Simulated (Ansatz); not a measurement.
Reaction (ligand exchange at the Si–N bond): `C[SiH2][NH][AlH2]` + `[SH][Ti]([Cl])([Cl])[Cl]` → `C[SiH2][S][Ti]([Cl])([Cl])[Cl]` + `[NH2][AlH2]`

Calculated with Ansatz (gas phase, PBE0-D4/def2-TZVP geometries, no zero-point term in ΔE). CCSD(T)/CBS is the MP2 limit (def2-TZVPP, def2-QZVPP) plus CCSD(T) − MP2 in def2-TZVPP, frozen cores. This one scheme is used for every species. DFT in def2-TZVPP. For Ti outer-core shells are correlated without core-valence functions, which leaves a few kJ/mol of doubt a bond. Scalar relativity is left out up to krypton. One conformer a species, not always the lowest.

(1) Is it downhill or uphill in electronic energy at CCSD(T)/CBS, and by how much? (An estimate is asked.)

(2) What do these levels give: r2SCAN-D4, B2PLYP, MP2/def2-TZVPP, SCS-MP2/def2-TZVPP, CCSD/def2-TZVPP, HF/def2-QZVPP? (An estimate is asked.)

Largest T1 diagnostic among the species: 0.026, so the coupled-cluster value is less sure than usual.

## Answers

(1) Computed: Downhill: ΔE = -0.30 eV.

(2) Computed: r2SCAN-D4 -0.28, B2PLYP -0.21, MP2/def2-TZVPP -0.34, SCS-MP2/def2-TZVPP -0.25, CCSD/def2-TZVPP -0.19, HF/def2-QZVPP -0.03 eV.

The D4 term adds −0.13 eV with B3LYP and −0.08 eV with PBE0; it sums over pairs of atoms, weighted by their polarisabilities, and B3LYP, whose exchange is more repulsive, gets the larger term. In def2-TZVPP, CCSD(T) changes the Hartree–Fock value by −0.20 eV (the triples alone add −0.06 eV) and MP2 by −0.30 eV.

B3LYP here is the variant with VWN-RPA as its local correlation; programs differ in this.
